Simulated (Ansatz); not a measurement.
Relaxation of BCl3H2O (7 atoms, charge 0, multiplicity 1), to a largest force component of 0.03 eV/Å in at most 50 steps.

Computed with RKS B3LYP-D4/def2-mTZVP in Ansatz 0.2.0.

```xyz
7
Properties=species:S:1:pos:R:3
B 0.036 -0.523 -0.501
Cl -0.126 0.085 2.504
Cl 1.548 0.341 -0.721
Cl -1.505 0.173 -1.029
O 0.097 -1.802 0.014
H -0.774 -2.219 0.067
H 0.373 -1.085 2.087
```

Question: Where does it end, and by what steps?

Answer: The run converged. The force dipped under the threshold on the way, but the program's further checks kept it going. After 23 steps the energy has fallen by 0.159 eV; Cl4 moved furthest, 1.64 Å.

```json
{"step": "0", "energy less start (eV)": "0.0000", "largest force component (eV/Å)": "0.937", "accepted": "yes"}
{"step": "1", "energy less start (eV)": "-0.0441", "largest force component (eV/Å)": "0.786", "accepted": "yes"}
{"step": "2", "energy less start (eV)": "-0.0840", "largest force component (eV/Å)": "0.439", "accepted": "yes"}
{"step": "3", "energy less start (eV)": "-0.0802", "largest force component (eV/Å)": "0.905", "accepted": "no"}
{"step": "4", "energy less start (eV)": "-0.1008", "largest force component (eV/Å)": "0.253", "accepted": "yes"}
{"step": "5", "energy less start (eV)": "-0.1091", "largest force component (eV/Å)": "0.107", "accepted": "yes"}
{"step": "6", "energy less start (eV)": "-0.1171", "largest force component (eV/Å)": "0.192", "accepted": "yes"}
{"step": "7", "energy less start (eV)": "-0.1193", "largest force component (eV/Å)": "0.147", "accepted": "yes"}
{"step": "8", "energy less start (eV)": "-0.1239", "largest force component (eV/Å)": "0.443", "accepted": "yes"}
{"step": "9", "energy less start (eV)": "-0.1349", "largest force component (eV/Å)": "0.298", "accepted": "yes"}
{"step": "10", "energy less start (eV)": "-0.1425", "largest force component (eV/Å)": "0.078", "accepted": "yes"}
{"step": "11", "energy less start (eV)": "-0.1427", "largest force component (eV/Å)": "0.149", "accepted": "yes"}
{"step": "12", "energy less start (eV)": "-0.1408", "largest force component (eV/Å)": "0.503", "accepted": "no"}
{"step": "13", "energy less start (eV)": "-0.1499", "largest force component (eV/Å)": "0.021", "accepted": "yes"}
{"step": "14", "energy less start (eV)": "-0.1505", "largest force component (eV/Å)": "0.161", "accepted": "yes"}
{"step": "15", "energy less start (eV)": "-0.1471", "largest force component (eV/Å)": "0.303", "accepted": "no"}
{"step": "16", "energy less start (eV)": "-0.1536", "largest force component (eV/Å)": "0.035", "accepted": "yes"}
{"step": "17", "energy less start (eV)": "-0.1550", "largest force component (eV/Å)": "0.053", "accepted": "yes"}
{"step": "18", "energy less start (eV)": "-0.1559", "largest force component (eV/Å)": "0.138", "accepted": "yes"}
{"step": "19", "energy less start (eV)": "-0.1568", "largest force component (eV/Å)": "0.098", "accepted": "yes"}
{"step": "20", "energy less start (eV)": "-0.1576", "largest force component (eV/Å)": "0.057", "accepted": "yes"}
{"step": "21", "energy less start (eV)": "-0.1576", "largest force component (eV/Å)": "0.117", "accepted": "yes"}
{"step": "22", "energy less start (eV)": "-0.1584", "largest force component (eV/Å)": "0.039", "accepted": "yes"}
{"step": "23", "energy less start (eV)": "-0.1585", "largest force component (eV/Å)": "0.009", "accepted": "yes"}
```

```xyz
7
Properties=species:S:1:pos:R:3
B -0.072 -0.459 -0.780
Cl 0.678 -0.829 3.427
Cl 1.302 0.630 -0.706
Cl -0.956 -0.708 -2.294
O -0.438 -1.103 0.350
H -1.202 -1.690 0.256
H 0.337 -0.871 2.168
```

Whether the end is a true minimum wasn't checked by a vibrational analysis.

Time of the run: 18 s on 4 threads of AMD EPYC 9R45 96-Core Processor (Zen 5), on a shared host, peak memory 0.28 GiB.
